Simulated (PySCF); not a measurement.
cyclotrisilazane (H9N3Si3), singlet, geometry from GFN2-xTB. Base run: PySCF with PBE/def2-SV(P).

PySCF was given this input:
```python
from pyscf import gto, scf, dft

mol = gto.M(
    atom='''
Si    1.680548   -0.424967   -0.525960
N     0.502902   -1.528326    0.083771
Si   -1.175621   -1.310262    0.417014
N    -1.460436    0.384865    0.562605
Si   -0.548396    1.723693   -0.030265
N     1.060958    1.171053   -0.314183
H     1.940001   -0.689110   -1.953842
H     2.911939   -0.563009    0.264480
H     0.816665   -2.482004    0.137400
H    -1.992763   -1.882461   -0.669625
H    -1.490307   -1.949024    1.702318
H    -2.367973    0.625472    0.922028
H    -0.516099    2.763327    1.007603
H    -1.139888    2.242990   -1.277816
H     1.723030    1.902186   -0.508936
''',
    basis='def2-sv(p)',
    charge=0,
    spin=0,
    verbose=4,
)

mf = dft.RKS(mol)
mf.xc = 'pbe'
mf.kernel()
mf.analyze()
```

Each row names what was changed in the base input (with any setting that the change needs).

```csv
change,ΔE vs base (mEh),fitting functions,dipole (D)
base,0.000,-,0.15
auxbasis = cc-pvtz-ri,-39.930,879,0.15
auxbasis = cc-pvqz-jkfit,-0.054,1221,0.15
auxbasis = cc-pvtz-jkfit,-0.078,870,0.15
auxbasis = def2-universal-jkfit,[?],[?],0.15
auxbasis = even-tempered beta=3.0,[?],[?],0.15
auxbasis = even-tempered beta=1.6,-0.288,1371,0.15
auxbasis = def2-tzvp-ri,-55.576,702,0.15
auxbasis = def2-universal-jfit,-0.719,399,0.15
auxbasis = cc-pvdz-jkfit,[?],[?],0.15
```

Task: Fill in the missing entries.

Result: 
- auxbasis = def2-universal-jkfit, ΔE vs base (mEh): -0.187
- auxbasis = def2-universal-jkfit, fitting functions: 777
- auxbasis = even-tempered beta=3.0, ΔE vs base (mEh): -4.134
- auxbasis = even-tempered beta=3.0, fitting functions: 609
- auxbasis = cc-pvdz-jkfit, ΔE vs base (mEh): -0.136
- auxbasis = cc-pvdz-jkfit, fitting functions: 753

A fitting set is made for a task (jfit for Coulomb, jkfit for Coulomb and exchange, ri for correlation) and for a family of orbital bases.
